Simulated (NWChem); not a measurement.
System: trifluoroacetic acid (C₂HF₃O₂); SMILES C(=O)(C(F)(F)F)O

NWChem input:

```
start job
memory heap 200 mb stack 900 mb global 1100 mb
geometry units angstroms noautosym nocenter noautoz
  O     -1.102602    -1.474466     0.000299
  C      0.111537    -0.942287     0.001041
  O      1.144366    -1.540739     0.000660
  C      0.016684     0.595193     0.000360
  F     -0.653260     1.015631     1.069563
  F      1.224446     1.125181     0.017198
  F     -0.622604     1.014539    -1.088110
  H     -0.999325    -2.439402    -0.000774
end
basis spherical
  * library def2-svp
end
dft
  xc pbe0
  iterations 150
end
cosmo
  do_cosmo_smd true
  solvent dcm
end
task dft energy
```

NWChem printed, in part:

```
             Northwest Computational Chemistry Package (NWChem) 7.3.0
             --------------------------------------------------------

                             Geometry "geometry" -> ""
                             -------------------------

 Output coordinates in angstroms (scale by  1.889725989 to convert to a.u.)

  No.       Tag          Charge          X              Y              Z
 ---- ---------------- ---------- -------------- -------------- --------------
    1 O                    8.0000    -1.10260200    -1.47446600     0.00029900
    2 C                    6.0000     0.11153700    -0.94228700     0.00104100
    3 O                    8.0000     1.14436600    -1.54073900     0.00066000
    4 C                    6.0000     0.01668400     0.59519300     0.00036000
    5 F                    9.0000    -0.65326000     1.01563100     1.06956300
    6 F                    9.0000     1.22444600     1.12518100     0.01719800
    7 F                    9.0000    -0.62260400     1.01453900    -1.08811000
    8 H                    1.0000    -0.99932500    -2.43940200    -0.00077400

 Effective nuclear repulsion energy (a.u.)     338.4964821651

                                 NWChem DFT Module
                                 -----------------

 Summary of "ao basis" -> "ao basis" (spherical)
 ------------------------------------------------------------------------------
       Tag                 Description            Shells   Functions and Types
 ---------------- ------------------------------  ------  ---------------------
 O                          def2-svp                 6       14   3s2p1d
 C                          def2-svp                 6       14   3s2p1d
 F                          def2-svp                 6       14   3s2p1d
 H                          def2-svp                 3        5   2s1p

 in cosmo_initialize ...
 calling solv_data for solv:dcm

 solvent parameters
 solvname_short: dcm
 solvname_long:  dichloromethane
 dielec:        8.9300
 dielecinf:     2.0283
 nonaqueous SMD model solvent descriptors
 dielec:        8.9300
 sola:          0.1000
 solb:          0.0500
 solc:          0.0000
 solg:         39.1500
 solh:          0.6670
 soln:          1.4242

          ---------------
          -cosmo- solvent
          ---------------
 Cosmo: York-Karplus, doi: 10.1021/jp992097l
 dielectric constant -eps-     =   8.93
 screen = (eps-1)/(eps    )    =   0.88802
 surface charge correction     = lagrangian

   van der Waals surface
 --------------------------

[...]

                                COSMO-SMD solvation results
                                ---------------------------

             internal energy in gas <Psi(g)|H|Psi(g)> =      -525.882393121150
         internal energy in solvent <Psi(s)|H|Psi(s)> =      -525.881750377724
                               delta internal energy  =         0.000642743426 (    0.40 kcal/mol)
   total free energy in solvent <Psi(s)|H+V/2|Psi(s)> =      -525.890390057564
 polarization energy contribution <Psi(s)|V/2|Psi(s)> =        -0.008639679840 (   -5.42 kcal/mol)
    total free energy in solvent including G(SMD-CDS) =      -525.889028490428
                       G(SMD-CDS) energy contribution =         0.001361567136 (    0.85 kcal/mol)
     1 M fixed-concentration free energy of solvation =        -0.006635369277 (   -4.16 kcal/mol)

                       DFT Final Molecular Orbital Analysis
                       ------------------------------------

 Vector   26  Occ=2.000000D+00  E=-4.215758D-01
              MO Center= -7.5D-02, -5.2D-01, -1.8D-04, r^2= 3.1D+00
   Bfn.  Coefficient  Atom+Function         Bfn.  Coefficient  Atom+Function
  ----- ------------  ---------------      ----- ------------  ---------------
    32      0.280882  3 O  px                75     -0.267971  6 F  py
    19      0.254150  2 C  py                 5     -0.242738  1 O  py
     4      0.233528  1 O  px                47     -0.191043  4 C  py
    78      0.184174  6 F  py                89     -0.184734  7 F  py
    61     -0.181605  5 F  py                99      0.177437  8 H  s

 Vector   27  Occ=2.000000D+00  E=-3.659260D-01
              MO Center= -5.6D-02, -1.5D+00,  4.9D-04, r^2= 1.8D+00
   Bfn.  Coefficient  Atom+Function         Bfn.  Coefficient  Atom+Function
  ----- ------------  ---------------      ----- ------------  ---------------
     6      0.480331  1 O  pz                34     -0.429511  3 O  pz
     9      0.368051  1 O  pz                37     -0.307013  3 O  pz
    20     -0.119613  2 C  pz                23     -0.054124  2 C  pz
    27      0.050059  2 C  d  1

 Vector   28  Occ=2.000000D+00  E=-3.252908D-01
              MO Center=  6.6D-01, -1.2D+00,  5.3D-04, r^2= 1.9D+00
   Bfn.  Coefficient  Atom+Function         Bfn.  Coefficient  Atom+Function
  ----- ------------  ---------------      ----- ------------  ---------------
    33      0.495753  3 O  py                36      0.352008  3 O  py
    32      0.269007  3 O  px                 4      0.235446  1 O  px
    47      0.209556  4 C  py                35      0.197236  3 O  px
     7      0.171585  1 O  px                45     -0.165314  4 C  s
    44     -0.135984  4 C  s                 61      0.136585  5 F  py

 Vector   29  Occ=0.000000D+00  E=-2.312798D-02
              MO Center=  2.3D-01, -9.1D-01,  1.5D-03, r^2= 1.8D+00
   Bfn.  Coefficient  Atom+Function         Bfn.  Coefficient  Atom+Function
  ----- ------------  ---------------      ----- ------------  ---------------
    20      0.545479  2 C  pz                23      0.440343  2 C  pz
    37     -0.397477  3 O  pz                34     -0.386963  3 O  pz
     9     -0.256083  1 O  pz                 6     -0.251370  1 O  pz
    51      0.246816  4 C  pz                48      0.163653  4 C  pz
    87      0.154987  7 F  s                 59     -0.152381  5 F  s

[...]
```

Level: PBE0/def2-SVP, SMD on the gas-phase geometry. Geometry: optimised at PBE0/def2-SVP. Solvent: dichloromethane.
